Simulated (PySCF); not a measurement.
A structure optimised at GFN2-xTB (Å):
```
C 
C   1  1.2266
C   2  1.3170  1  174.04
C   3  1.3005  2  163.55  1   179.58
C   4  1.5016  3  124.42  2     0.13
N   5  1.3506  4  114.39  3     0.00
O   5  1.2100  4  122.01  3   180.00
H   1  1.0480  2  176.55  3  -179.55
H   4  1.0822  3  122.42  2  -179.87
H   6  1.0057  5  119.20  4  -179.99
H   6  1.0054  5  120.98  4    -0.02
```
Z-matrix in Å and degrees, rows numbered from 1.

Doublet state.

**Question.** Which heavy atoms are bonded, and with what formal order?

**Answer.** C1–C2 (triple); C2–C3 (single); C3–C4 (double); C4–C5 (single); C5–N6 (single); C5–O7 (double). Hydrogens: H8 on C1; H9 on C4; H10, H11 on N6. The orders are those of one drawing; other resonance forms can be drawn.

**Question.** Which species is it?

**Answer.** `C#C/[C]=C\C(N)=O`, C5H4NO.

**Question.** What is the point group of this geometry?

**Answer.** Cs (every atom within 0.08 Å of its image).

**Question.** Describe the place of each heavy atom.

**Answer.** C1: carbon bonded to C and H; C2: carbon bonded to 2 C; C3: carbon bonded to 2 C; C4: carbon bonded to 2 C and H; C5: carbon bonded to C, N and O; N6: nitrogen bonded to C and 2 H; O7: oxygen bonded to C.

**Question.** What is the arrangement about N6?

**Answer.** It has 3 neighbours (C5, H10, H11) and is planar (angles 121.0°, 119.8° and 119.2°, sum 360.0°, 0.00 Å off the plane of its three neighbours).

**Question.** What is the arrangement about C3?

**Answer.** It has 2 neighbours (C2, C4) and is bent (angle 163.5°).

All values are computed, not measured.
